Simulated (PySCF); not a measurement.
Input of a driver script around PySCF for `CNBC` (C2H8BN), coordinates in Å (PBE0-D3(BJ)/def2-SVP geometry):
```
{"job": {"kind": "eom", "basis": "aug-cc-pVDZ", "nee": 0}, "charge": 0, "multiplicity": 1}
C      2.338168     0.253071    -0.020336
B      0.849090     0.118887     0.473036
N     -0.234400     0.222055    -0.397789
C     -1.633303     0.126073    -0.068272
H      2.445561     0.434278    -1.102001
H      2.844262     1.074630     0.514861
H      2.906928    -0.658540     0.231013
H      0.595043    -0.081481     1.645698
H     -0.051634     0.391260    -1.381904
H     -2.132476    -0.692348    -0.615245
H     -1.739887    -0.072851     1.006581
H     -2.178338     1.058835    -0.295344
```

Task: What does the run print?

Result: 
```
E(HF) = -159.5861165697
E(MP2) = -160.1585956435
E(CCSD) = -160.2115911595
T1 diagnostic = 0.0121

EOM-IP-CCSD (eV)   Koopmans (eV)
   9.7614      10.6837
  11.1564      12.0758
  12.4618      13.4649
  13.5119      14.3419
  13.6747      14.4705
  14.4501      15.4679
  15.0123      16.0833
  15.6626      17.0140
```

Theory: CCSD and EOM-CCSD/aug-cc-pVDZ in PySCF, restricted Hartree–Fock reference, 4 core orbitals frozen, non-relativistic, gas phase, PBE0-D3(BJ)/def2-SVP geometry. Each EOM-IP line stands beside −ε of the orbital with the largest one-hole amplitude.

Task: What correlation energies follow, and how does the T1 diagnostic stand?

Result: MP2 -0.57248 Eh, CCSD -0.62547 Eh; CCSD lies 53.0 mEh below MP2. T1 = 0.0121, below the customary warning level of 0.02.

Task: Which orbital leads each EOM-IP root, and how large is the one-hole share of its vector?

Result: 9.76 eV: HOMO, one-hole share 0.95; 11.16 eV: HOMO-1, one-hole share 0.96; 12.46 eV: HOMO-2, one-hole share 0.95; 13.51 eV: HOMO-3, one-hole share 0.96; 13.67 eV: HOMO-4, one-hole share 0.95; 14.45 eV: HOMO-5, one-hole share 0.95; 15.01 eV: HOMO-6, one-hole share 0.95; 15.66 eV: HOMO-7, one-hole share 0.95.

On one thread, Arm Neoverse V1 (aarch64), on a shared host, this took 4.9 min wall and 3.0 GiB of memory at its peak.

Shape of the structure used: `[CH3:1][BH:2][NH:3][CH3:4]`: C1–B2–N3–C4 180°.
